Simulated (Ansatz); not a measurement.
Relaxation of BrGeH$_{5}$O (8 atoms, charge 0, multiplicity 1), to a largest force component of 0.03 eV/Å in at most 50 steps.

All numbers below come from RKS PBE-D4/def2-mTZVP (Ansatz).

```xyz
8
Properties=species:S:1:pos:R:3
Ge -1.096 0.071 -0.732
Br 0.038 -2.031 -0.788
H -0.169 1.100 -1.403
H -1.426 0.377 0.737
H -2.375 -0.173 -1.569
H 1.514 -0.539 1.079
O 1.318 0.393 1.284
H 2.197 0.801 1.392
```

Q: Where does it end, and by what steps?

A: The forces met the threshold. After 9 steps the energy has fallen by 0.018 eV; H8 moved furthest, 0.25 Å.

| step | energy less start (eV) | largest force component (eV/Å) | accepted |
| --- | --- | --- | --- |
| 0 | 0.0000 | 0.330 | yes |
| 1 | 0.0565 | 1.789 | no |
| 2 | -0.0071 | 0.498 | yes |
| 3 | -0.0116 | 0.086 | yes |
| 4 | -0.0084 | 0.335 | no |
| 5 | -0.0149 | 0.096 | yes |
| 6 | -0.0155 | 0.122 | yes |
| 7 | -0.0161 | 0.031 | yes |
| 8 | -0.0175 | 0.032 | yes |
| 9 | -0.0176 | 0.020 | yes |

```xyz
8
Properties=species:S:1:pos:R:3
Ge -1.108 0.063 -0.715
Br 0.061 -1.980 -0.693
H -0.148 1.134 -1.266
H -1.578 0.338 0.725
H -2.299 -0.175 -1.672
H 1.450 -0.538 1.074
O 1.382 0.383 1.397
H 2.239 0.776 1.151
```

The run took 20 s on 2 threads of Arm Neoverse V2, with other jobs on the host, peak memory 0.15 GiB.
